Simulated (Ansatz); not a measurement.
`[SiH3][NH][SnH3]` + `NN` → `NN[SiH3]` + `[NH2][SnH3]` at 400 K and 1 bar (ligand exchange at the Si–N bond).

Isolated molecules relaxed with PBE0-D4/def2-TZVP in Ansatz; ΔE leaves out vibrations. CCSD(T)/CBS adds triple-zeta CCSD(T) − MP2 to the extrapolated MP2 energy (def2 sets, frozen cores). This one scheme is used for every species. def2 core potentials past Kr. For Sn outer-core shells are correlated without core-valence functions, which leaves a few kJ/mol of doubt a bond. Each species was taken in one conformer, which may not be the lowest.

| species | CCSD(T)/CBS energy (Eh) | H − E (kJ/mol) | S (J/(mol·K)) |
| --- | --- | --- | --- |
| `[SiH3][NH][SnH3]` | -562.01692 | 192.0 | 396.0 |
| `NN` | -111.76471 | 157.2 | 244.6 |
| `NN[SiH3]` | -402.05945 | 204.8 | 328.7 |
| `[NH2][SnH3]` | -271.71442 | 141.9 | 313.9 |

H − E and S are ideal-gas, rigid-rotor, harmonic terms from PBE0-D4/def2-TZVP, for one conformer and one mirror image of each species. 1 Eh = 2625.50 kJ/mol, R = 8.31446 J/(mol·K).

Q: By hand: ΔE, ΔH, ΔS and ΔG.

A: ΔE = (-402.05945) + (-271.71442) − (-562.01692) − (-111.76471) = 0.00776 Eh = 20.4 kJ/mol. Δ(H − E) = 204.8 + 141.9 − 192.0 − 157.2 = -2.5, so ΔH = 17.9 kJ/mol. ΔS = 328.7 + 313.9 − 396.0 − 244.6 = 2.0 J/(mol·K). ΔG = 17.9 − 400 × (2.0)/1000 = 17.1 kJ/mol.

Q: By hand: the equilibrium constant, and the temperature at which ΔG would vanish if ΔH and ΔS stayed fixed.

A: log₁₀ K = −ΔG/(RT ln 10) = -2.2. ΔG = 0 at ΔH/ΔS = 8950 K, far beyond where these terms or the molecules hold.

The number of gas molecules stays the same, so ΔS is small and ΔH decides. A doubt of 5 kJ/mol in ΔE shifts log₁₀ K by 0.7 here. Other conformers and mirror images would add mixing entropy, several J/(mol·K) or more a flexible species. Modes under 60 cm⁻¹, often nearly free rotors, make the harmonic entropy too high. These are equilibria of isolated gas molecules and say nothing of rates. Largest T1 diagnostic: 0.013 (customary marks: 0.02 for closed shells, 0.045 for open ones).
